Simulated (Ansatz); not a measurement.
Consider the ligand exchange at the Al–Se bond: `C[Se][AlH2]` + `O[SiH](O)O` → `O[SiH](O)[O][AlH2]` + `C[SeH]`.

Calculated with Ansatz (gas phase, PBE0-D4/def2-TZVP geometries, no zero-point term in ΔE). CBS: MP2 limit from def2 TZ/QZ plus the TZ coupled-cluster correction, frozen cores. DFT in def2-TZVPP. B3LYP here is the variant with VWN-RPA as its local correlation; programs differ in this. For Se outer-core shells are correlated without core-valence functions, which leaves a few kJ/mol of doubt a bond. Scalar relativity is left out up to krypton. Each species was taken in one conformer, which may not be the lowest.

`C[Se][AlH2]`:

```xyz
8

C    -1.001   -0.582   -0.865
Se    0.372    0.805   -1.083
Al    1.272    0.767    1.033
H    -0.806   -1.370   -1.590
H    -1.973   -0.132   -1.057
H    -0.975   -0.991    0.143
H     0.650   -0.257    2.070
H     2.462    1.759    1.350
```

`O[SiH](O)O`:

Z-matrix (Å, degrees):
```
Si
O 1 1.641
O 1 1.633 2 105.0
O 1 1.630 2 114.4 3 -119.5
H 1 1.476 2 110.6 3 122.9
H 2 0.958 1 117.9 3 -173.6
H 3 0.958 1 116.6 2 25.4
H 4 0.959 1 117.6 2 72.3
```

`O[SiH](O)[O][AlH2]`:

```xyz
10

O    -1.596    1.424   -0.468
Si   -0.990    0.107    0.300
O    -1.648   -1.193   -0.436
O     0.626    0.127    0.228
Al    2.222   -0.417    0.149
H    -1.100    2.240   -0.399
H    -1.383    0.053    1.721
H    -1.987   -1.061   -1.323
H     3.341    0.688    0.004
H     2.513   -1.967    0.223
```

`C[SeH]`:

Cartesian coordinates in Å:
```
C -0.221 0.484 0.125
Se 0.389 -0.923 -1.079
H -1.013 0.116 0.773
H -0.615 1.274 -0.513
H 0.610 0.873 0.709
H 0.850 -1.824 -0.015
```

```tsv
level	ΔE (kJ/mol)
PBE-D4	-26.4
PBE0-D4	-29.1
ωB97X-V	-41.9
ωB97M-V	-40.6
r2SCAN	-36.1
B3LYP	-44.6
MP2/def2-TZVPP	-40.0
HF/def2-QZVPP	-56.0
```

Question: What does CCSD(T)/CBS give? (Estimate.)

Answer: Computed: -37.9 kJ/mol. The listed levels differ from it by 11.5, 8.8, -4.0, -2.7, 1.8, -6.7, -2.1, -18.1 kJ/mol.

Largest T1 diagnostic among the species: 0.012.

In def2-TZVPP, CCSD(T) changes the Hartree–Fock value by +11.3 kJ/mol (the triples alone add +3.0 kJ/mol) and MP2 by +13.0 kJ/mol.
